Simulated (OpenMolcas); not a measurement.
**What dynamic correlation does to the levels of Cl2+**

```yaml
Program: OpenMolcas 26.06
Basis: ANO-R1 [4s3p1d]
Scalar_Hamiltonian: X2C, finite nucleus
Active_space: 3 electrons in 3 orbitals (3p)
State_averaging: 2S+1 = 4 odd, 1 root; 2S+1 = 2 odd, 8 roots
Spin-orbit_coupling: RASSI with atomic mean-field integrals over the reference wave functions, term energies averaged over their components
```

Methods on the same reference wave functions:
A. CASSCF
B. SS-CASPT2, IPEA 0.25 Eh, imaginary shift 0.1 Eh (closed shells correlated: 2s 2p 3s)
C. XMS-CASPT2, IPEA 0.25 Eh, imaginary shift 0.1 Eh (closed shells correlated: 2s 2p 3s)

Energies in eV above 3s2 3p3 4S* 3/2, the measured ground level; measured values from Moore, Atomic Energy Levels, vol. I, NSRDS-NBS 35 (1971 reprint of NBS Circular 467, 1949).

```
          Level       A       B       C  Measured
3s2 3p3 4S* 3/2  0.0000  0.0000  0.0000    0.0000
3s2 3p3 2D* 3/2  2.7921   2.549   2.532    2.2383
3s2 3p3 2D* 5/2  2.7982   2.556   2.539    2.2466
3s2 3p3 2P* 1/2  4.6489   4.145   4.094    3.6962
3s2 3p3 2P* 3/2  4.6571   4.155   4.103    3.7080
```

Deviations, from unrounded energies. A percentage is the sum of absolute deviations over the sum of measured energies, with the sign that they share, or ± where signs differ.

| Against measurement | Levels | A | B | C |
| --- | --- | --- | --- | --- |
| mean absolute deviation (cm-1) | 4 | 6100 | 3100 | 2800 |
| other terms of the ground configuration (%) | 4 | +25.3 | +12.7 | +11.6 |

C lies closest to measurement on these levels and A furthest from it. The largest miss of C in the table is 3s2 3p3 2P* 1/2, by +3200 cm-1. The ranking rests on the paired levels alone, and a cruder setting can come out closer through cancelling errors.

Between B and C the level of the table that moves most is 3s2 3p3 2P* 1/2, by 420 cm-1 (lowest in C, highest in B). Moves below CASPT2's spread within the term are not significant.

The mean deviations of B to C differ by less than CASPT2's widest spread within a term (1500 cm-1), so their order carries little weight.

From A to B the spin-free energies of the other terms of 3s2 3p3 shown, above 4S*, scale by factors of 0.89 to 0.91.

The lowest spin-free term lies below A's lowest term by 0.081 hartree in B, 0.081 hartree in C.

CASPT2 breaks the degeneracy within a term, and the mean is taken; among the terms shown or strongly mixed into the levels shown the widest spread is 1500 cm-1 (3s2 3p3 2D*, C). With the s shell closed, the reference lacks s² → p² mixing. Measured partners are found by configuration, term and J. A level has none where our copy of the source lacks it or the pairing is in doubt (some pairs that miss far off the trend of their configuration count as doubtful), and it then counts in no deviation. Levels of configurations outside the active space are missing.

* marks odd parity.
